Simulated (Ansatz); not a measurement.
Basis sets compared for Sn3O4. Total charge 0; singlet. Geometry r2SCAN-D4/def2-SVP. Ansatz on 4 threads of Arm Neoverse V2 on a shared host; times are rough, and most runs start from earlier orbitals.

```csv
atom,x (Å),y (Å),z (Å)
Sn1,-1.393,1.538,1.387
Sn2,0.548,-1.632,1.103
Sn3,-0.209,0.453,-1.419
O4,-0.476,2.165,-0.228
O5,-1.003,-0.352,0.560
O6,0.961,-1.736,-0.949
O7,1.573,-0.436,-0.454
```

In the def2 sets Sn takes a core potential; there is no spin–orbit coupling. The structure holds one bond between oxygen atoms, so isomers without such links may lie far lower. The restricted singlet is unstable towards broken spin symmetry in Hartree–Fock (as tested in another run); at PBE-D4/def2-SVP, PBE-D4/def2-TZVP, PBE0-D4/def2-SVP, PBE0-D4/def2-TZVP this wasn't settled. Another isomer (singlet) lies 0.31 eV lower at PBE0-D4/def2-TZVP; other spin states weren't run for this one.

Binding counts from free atoms (Sn triplet, O triplet) in the same basis, without a counterpoise term.

```tsv
level	functions	energy (Eh)	HOMO (eV)	LUMO (eV)	binding per atom (eV)	wall time
PBE-D4/def2-SVP	134	-943.3618	-5.41	-2.96	3.77	1.4 s
PBE0-D4/def2-SVP	134	-943.3363	-6.65	-2.33	3.40	2.3 s
```

(1) Estimate the rows for PBE-D4/def2-TZVP (with forces), PBE0-D4/def2-TZVP.

Answers

(1) 
```csv
level,functions,energy (Eh),HOMO (eV),LUMO (eV),binding per atom (eV),wall time
PBE-D4/def2-TZVP (with forces),274,-943.7648,-5.56,-3.06,3.80,4.1 s
PBE0-D4/def2-TZVP,274,-943.7378,-6.72,-2.42,3.45,7.5 s
```
